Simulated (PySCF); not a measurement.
C3H7ClOSi, SMILES C=C(Cl)[Si@@H](C)O. Heavy atoms are numbered as in [CH2:1]=[C:2]([Cl:3])[Si@@H:4]([CH3:5])[OH:6]. Hydrogens are named by the atom that carries them.

Coordinates come from a TPSSh-D3(BJ)/def2-SVP optimisation. The structure was generated by enumeration; whether it is a known compound was not checked. Other conformers were not sampled.

These are PBE/pcSseg-1 (PySCF) values and carry that method's errors.

GIAO shieldings, no solvent; atoms alike by connectivity are averaged. δ = σ(ref) − σ: ¹³C against TMS (σ = 182.0 ppm); ³⁵Cl against HCl (σ = 936.5 ppm); ²⁹Si against TMS (σ = 335.4 ppm); ¹⁷O against H2O (σ = 334.3 ppm); ¹H against TMS (σ = 31.49 ppm), references at their B3LYP-D3(BJ)/def2-TZVP geometries, non-relativistic (without spin–orbit terms, shifts of atoms bonded to Cl or Br come out too high).

Question: Estimate the chemical shifts. (An estimate is asked for; the answer gives what the named calculation found.)

Answer: 
```tsv
nucleus	atoms	count	δ (ppm)
¹³C	C2	1	161.7
¹³C	C1 (CH2)	1	132.9
¹³C	C5 (CH3)	1	-1.1
³⁵Cl	Cl3	1	275.1
²⁹Si	Si4 (SiH)	1	-9.0
¹⁷O	O6 (OH)	1	45.9
¹H	H on C1	2	6.43
¹H	H on Si4	1	5.38
¹H	H on O6	1	1.56
¹H	H on C5	3	0.70
```
